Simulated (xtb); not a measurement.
Cl$_{3}$Lu, triplet, at a GFN2-xTB geometry of the parent state (such geometries of metal compounds can be far from the true shape) (another spin typed on purpose, not shown lowest); GFN1-xTB (xtb).

Input for xtb:
```
$ xtb mol.xyz --gfn 1 --chrg 0 --uhf 2 --json

# file mol.xyz
4

Lu     0.11745897     0.35785999     0.22337050
Cl     1.81101761    -0.79670120    -0.87104379
Cl    -0.88627084    -1.35131577     1.43586369
Cl    -1.41531070     0.65342525    -1.49772024
```

Question: Predict the main parts of the log of this xtb run.

Answer: 
```
   ID    Z sym.   atoms
    1   71 Lu     1
    2   17 Cl     2-4

           -------------------------------------------------
          |                Calculation Setup                |
           -------------------------------------------------

           -------------------------------------------------
          |                 G F N 1 - x T B                 |
           -------------------------------------------------

          ...................................................
          :                      SETUP                      :
          :.................................................:
          :  # basis functions                  40          :
          :  # atomic orbitals                  36          :
          :  # shells                           12          :
          :  # electrons                        24          :
          :  # halogen bonds                     0          :
          :  max. iterations                   250          :
          :  Hamiltonian                  GFN1-xTB          :
          :  restarted?                      false          :
          :  GBSA solvation                  false          :
          :  PC potential                    false          :
          :  electronic temp.          300.0000000     K    :
          :  accuracy                    1.0000000          :
          :  -> integral cutoff          0.2500000E+02      :
          :  -> integral neglect         0.1000000E-07      :
          :  -> SCF convergence          0.1000000E-05 Eh   :
          :  -> wf. convergence          0.2000000E-04 e    :
          :  Broyden damping             0.4000000          :
          :  net charge                          0          :
          :  unpaired electrons                  2          :
          ...................................................

 iter      E             dE          RMSdq      gap      omega  full diag
   1    -13.5983068 -0.135983E+02  0.694E+00    0.05       0.0  T
   2    -13.7062574 -0.107951E+00  0.355E+00    0.06       1.0  T
   3    -13.7069180 -0.660531E-03  0.184E+00    0.06       1.0  T
   4    -13.7068998  0.181282E-04  0.926E-02    0.06       1.0  T
   5    -13.7069351 -0.353047E-04  0.971E-03    0.06       5.2  T
   6    -13.7069353 -0.185617E-06  0.452E-03    0.06      11.1  T
   7    -13.7069354 -0.358214E-07  0.529E-04    0.06      94.6  T
   8    -13.7069354 -0.538508E-09  0.301E-05    0.06    1662.1  T
[...]
         :: total energy             -13.685684068517 Eh    ::
[...]
        14        0.1707           -0.2675300              -7.2799 (LUMO)
        15        0.1707           -0.2675300              -7.2799
        16        0.0000           -0.2591637              -7.0522
        17        0.0000           -0.2591637              -7.0522
        18                         -0.1637161              -4.4549
        19                         -0.0629746              -1.7136
        20                         -0.0625186              -1.7012
        21                         -0.0625186              -1.7012
        22                         -0.0624774              -1.7001
        23                         -0.0617195              -1.6795
        24                         -0.0617195              -1.6795
       ...                                ...                  ...
        36                          0.4246465              11.5552
      -------------------------------------------------------------
                  HL-Gap            0.0021251 Eh            0.0578 eV
             Fermi-level           -0.3771449 Eh          -10.2626 eV

  Mulliken/CM5 charges         n(s)   n(p)   n(d)
     1Lu    0.76969  1.14290   0.558  0.693  0.980
     2Cl   -0.25656 -0.38097   1.834  5.425 -0.003
     3Cl   -0.25656 -0.38097   1.834  5.425 -0.003
     4Cl   -0.25656 -0.38097   1.834  5.425 -0.003

Wiberg/Mayer (AO) data.
largest (>0.10) Wiberg bond orders for each atom

 ---------------------------------------------------------------------------
     #   Z sym  total        # sym  WBO       # sym  WBO       # sym  WBO
 ---------------------------------------------------------------------------
     1  71 Lu   1.991 --     4 Cl   0.664     2 Cl   0.664     3 Cl   0.664
     2  17 Cl   0.820 --     1 Lu   0.664
     3  17 Cl   0.820 --     1 Lu   0.664
     4  17 Cl   0.820 --     1 Lu   0.664
 ---------------------------------------------------------------------------

Topologies differ in total number of bonds
Writing topology from bond orders to xtbtopo.mol

 dipole moment from electron density (au)
     X       Y       Z
   0.6588   2.0071   1.2528  total (Debye):    6.242

           -------------------------------------------------
          | TOTAL ENERGY              -13.685684068517 Eh   |
          | GRADIENT NORM               0.026415501442 Eh/α |
          | HOMO-LUMO GAP               0.057826597582 eV   |
           -------------------------------------------------

normal termination of xtb
```
